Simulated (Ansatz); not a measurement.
Frontier orbitals of `[NH3+][GaH3-]`.

Charge 0, multiplicity 1. Correlated methods include outer-core shells of Ga, which these sets cover unevenly. Scalar relativity is left out up to krypton. The structure was optimised at the PBE0-D4/def2-TZVP level. Basis def2-TZVPP, Ansatz.

```csv
functional,HOMO (eV),LUMO (eV),gap (eV)
LDA (SPW92),-6.29,-1.18,5.11
PBE,-6.24,-1.07,5.17
PBE0,-7.48,-0.26,7.22
B3LYP,-7.30,-0.60,6.70
r2SCANh,-7.01,-0.15,6.86
ωB97M-V,-9.74,1.17,10.91
```

**Question.** What is the vertical ionisation energy at frozen-core CCSD(T)/def2-TZVPP? (Estimate.)

**Answer.** Ansatz gave: 10.12 eV (T1 of the cation 0.024).

A quarter of exact exchange (PBE0) shifts PBE's HOMO by −1.24 eV and its LUMO by +0.81 eV; full exchange at long range (ωB97M-V) shifts them by −3.50 and +2.24 eV. The gap opens from 5.17 to 10.91 eV, since occupied levels lose self-interaction and empty ones feel all the electrons. A positive LUMO is unbound and depends on the basis. −ε(HOMO) differs from that ionisation energy by −3.88 eV with PBE and −0.38 eV with ωB97M-V.

B3LYP here is the variant with VWN-RPA as its local correlation; programs differ in this.
